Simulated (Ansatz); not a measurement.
Reactions of C$_{3}$H$_{7}$ClSi (`CC1(Cl)C[SiH2]1`).

Calculated with Ansatz (gas phase, PBE0-D4/def2-TZVP geometries, no zero-point term in ΔE). CBS: MP2 limit from def2 TZ/QZ plus the TZ coupled-cluster correction, frozen cores. This one scheme is used for every species. DFT in def2-TZVPP. B3LYP here is the variant with VWN-RPA as its local correlation; programs differ in this. For Ge outer-core shells are correlated without core-valence functions, which leaves a few kJ/mol of doubt a bond. Scalar relativity is left out up to krypton. One conformer a species, not always the lowest.

```json
{"reaction": "`CC1(Cl)C[SiH2]1` → `C[C@H]1C[Si@H]1Cl`", "CCSD/CBS(def2) (eV)": "-1.57", "B3LYP-D4 (eV)": "-1.52", "PBE-D4 (eV)": "-1.48", "ωB97X-V (eV)": "-1.53", "CCSD(T)/CBS(def2) (eV)": "-1.53"}
{"reaction": "`CC1(Cl)C[SiH2]1` + `[OH][GeH]([OH])[OH]` → `C[O][GeH]([OH])[OH]` + `ClC1C[SiH2]1`", "CCSD/CBS(def2) (eV)": "0.72", "B3LYP-D4 (eV)": "0.65", "PBE-D4 (eV)": "0.69", "ωB97X-V (eV)": "0.66", "CCSD(T)/CBS(def2) (eV)": "0.74"}
{"reaction": "`CC1(Cl)C[SiH2]1` + H₂ → `ClC1C[SiH2]1` + CH₄", "CCSD/CBS(def2) (eV)": "-0.61", "B3LYP-D4 (eV)": "-0.61", "PBE-D4 (eV)": "-0.56", "ωB97X-V (eV)": "-0.59", "CCSD(T)/CBS(def2) (eV)": "-0.56"}
{"reaction": "`CC1(Cl)C[SiH2]1` + `O[SiH2]N[SiH2]Cl` → `CO[SiH2]N[SiH2]Cl` + `ClC1C[SiH2]1`", "CCSD/CBS(def2) (eV)": "0.69", "B3LYP-D4 (eV)": "0.59", "PBE-D4 (eV)": "0.65", "ωB97X-V (eV)": "0.62", "CCSD(T)/CBS(def2) (eV)": "0.71"}
```

Largest T1 diagnostic: 0.012, for `[OH][GeH]([OH])[OH]`.
